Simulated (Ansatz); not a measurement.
The first iterations of a band of CH₄BClN₂ (9 atoms, charge 0, multiplicity 1).

The calculation used RKS PBE/def2-SVPD in Ansatz 0.2.0.

* movable images: 7
* climbing image: yes
* spring: 5.0 eV/Å²
* optimiser: quadratic models (default)
* start path: through a guess of the saddle point
* force threshold: 0.05 eV/Å
* iteration limit: 60
* end points: relaxed

First end point:

```xyz
9
Properties=species:S:1:pos:R:3
N -0.229 -0.391 1.664
C 0.573 0.190 0.857
N 0.356 0.267 -0.527
B -0.683 -0.197 -1.383
Cl -2.104 -1.076 -0.833
H 0.123 -0.328 2.627
H 1.520 0.692 1.157
H 1.105 0.762 -1.013
H -0.573 0.035 -2.565
```

Last end point:

```xyz
9
Properties=species:S:1:pos:R:3
N 0.129 -0.216 1.898
C 0.765 0.291 0.917
N 0.433 0.301 -0.460
B -0.657 -0.209 -1.204
Cl -2.014 -1.084 -0.462
H -0.747 -0.673 1.604
H 1.724 0.809 1.115
H 1.135 0.782 -1.026
H -0.679 -0.049 -2.400
```

| iteration | highest image above the first end (eV) | largest band force component (eV/Å) |
| --- | --- | --- |
| 1 | 2.811 | 22.709 |
| 2 | 1.288 | 1.809 |
| 3 | 1.305 | 1.821 |
| 4 | 0.998 | 0.889 |

Does the band converge within its limit, and where does its top end?

The forces met the threshold. It ended after 13 iterations with the highest image 0.910 eV above the first end. A vibrational analysis at the climbing image gives one clearly imaginary mode, 1017i cm⁻¹: a first-order saddle point.

The run took 3.5 min on 2 threads of Intel(R) Xeon(R) Platinum 8275CL CPU @ 3.00GHz (Skylake/Cascade Lake) (shared host), peak memory 0.19 GiB.
